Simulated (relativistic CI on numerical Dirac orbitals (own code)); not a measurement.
**Radial parameters of Tm III**

Method of calculation: Dirac-Coulomb-Breit CI, KLI orbitals optimised for each configuration, model QED, valence Slater integrals scaled by 0.85, P86 correlation energy added to each configuration (own radial code, finite nucleus).

Slater integrals F^k, G^k are unscaled and averaged over j, outside the closed core [Kr] 4d10 5s2; ζ comes from projecting the Hamiltonian with its Breit term on Σ l·s of the shell.

- 4f¹³5p⁶: ζ(4f) = 2512.8 cm⁻¹; <r>(4f) = 0.7905, <r^2>(4f) = 0.8433 (bohr units).
- 4f¹²5p⁶6s: F^2(4f,4f) = 129100, F^4(4f,4f) = 80749, F^6(4f,4f) = 58025, ζ(4f) = 2636.1, G^3(4f,6s) = 2911.4 cm⁻¹; <r>(4f) = 0.7475, <r^2>(4f) = 0.7302, <r>(6s) = 3.219, <r^2>(6s) = 11.59 (bohr units).
- 4f¹²5p⁶5d: F^2(4f,4f) = 128590, F^4(4f,4f) = 80408, F^6(4f,4f) = 57774, ζ(4f) = 2644.2, F^2(4f,5d) = 25631, F^4(4f,5d) = 12119, G^1(4f,5d) = 12114, G^3(4f,5d) = 9480.4, G^5(4f,5d) = 7132.6, ζ(5d) = 814.74 cm⁻¹; <r>(4f) = 0.7506, <r^2>(4f) = 0.7394, <r>(5d) = 2.269, <r^2>(5d) = 6.047 (bohr units).

In this model ζ of a weakly bound d, f or g electron outside closed shells comes out too small, for d by up to a factor of two or three and at times with the wrong sign; that of an outer p electron is too small as well.

Correlation outside the listed configurations is missing or only estimated: errors of thousands of cm⁻¹ between configurations and terms are usual at this charge. Rates and lifetimes follow the computed energies and can be off by large factors. The fine structure of a lone outer electron comes out too small, for d and f at times inverted, and misplaced configurations move strength between like terms. 9 of the 66 excited levels that our extract of the measured tables holds in this range could be paired (the sources list more); they are missed by 17195 cm⁻¹ on average and 19951 at most, and levels without a partner can miss by more.

Averages of the first 10 configurations, taken without configuration mixing, which lowers the lowest level and can move excited configurations by several eV; other configurations of the list can lie among them:

| Configuration | Parity | States | Average energy above the lowest level (eV) |
| --- | --- | --- | --- |
| 4f¹³5p⁶ | odd | 14 | 0.7 |
| 4f¹²5p⁶6s | even | 182 | 3.1 |
| 4f¹²5p⁶5d | even | 910 | 3.1 |
| 4f¹²5p⁶6p | odd | 546 | 7.8 |
| 4f¹¹5p⁶5d6s | odd | 7280 | 12.5 |
| 4f¹¹5p⁶6s² | odd | 364 | 14.7 |
| 4f¹²5p⁶5f | odd | 1274 | 15.0 |
| 4f¹²5p⁶7s | even | 182 | 13.0 |
| 4f¹³5p⁵5d | even | 840 | 29.2 |
| 4f¹²5p⁶6d | even | 910 | 13.5 |
